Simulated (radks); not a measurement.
All-electron atom: Rb+ in [Kr].

All-electron calculation, scalar-relativistic Kohn-Sham, r2SCAN, spin-polarised, spherical densities, finite nucleus; meta-GGA in the generalised Kohn-Sham scheme; Fermi nuclear charge, rms radius 4.2036 fm. Program: a radial shooting solver on a logarithmic mesh with Libxc functionals.

Energy parts (hartree):
| part | energy |
|---|---|
| total | -2981.53234 |
| kinetic | 3053.65511 |
| electron-nucleus | -7177.63683 |
| Hartree | 1243.44917 |
| exchange-correlation | -100.99978 |

Orbitals (lengths in bohr, moments of r in powers of bohr; r(max) is where P^2 peaks; r(90%) holds 90 % of the orbital's charge):
| orbital | occ. | eigenvalue (hartree) | <r^4> | r(90%) | <r^2> | r(max) |
|---|---|---|---|---|---|---|
| 1s | 2 | -554.0571 | 0.00001237 | 0.0721 | 0.002189 | 0.02629 |
| 2s | 2 | -74.57198 | 0.002398 | 0.275 | 0.03723 | 0.1494 |
| 2p | 6 | -66.04770 | 0.001735 | 0.253 | 0.02943 | 0.1197 |
| 3s | 2 | -11.41626 | 0.1398 | 0.756 | 0.2979 | 0.4502 |
| 3p | 6 | -8.65047 | 0.1643 | 0.787 | 0.3135 | 0.4462 |
| 3d | 10 | -4.09459 | 0.2386 | 0.854 | 0.3380 | 0.3946 |
| 4s | 2 | -1.42250 | 9.295 | 2.16 | 2.431 | 1.262 |
| 4p | 6 | -0.81461 | 18.94 | 2.58 | 3.373 | 1.426 |

The highest occupied level is 4p at -22.167 eV. For comparison, the ionisation energy in NIST's Atomic Spectra Database is 27.290 eV (measured). In exact Kohn-Sham theory the highest level is minus the ionisation energy, but local and semilocal functionals leave it too shallow, through self-interaction and a potential that decays too fast; potentials with the right tail come closer. Summed over all electrons, <r^2> = 31.21 bohr^2, which gives a Langevin (diamagnetic) susceptibility term of -24.7 x 10^-6 cm^3/mol. The electron density at the nucleus is 5.575e+04 e/bohr^3 (large components only). The density falls to 0.001 e/bohr^3 at r = 3.61 bohr.
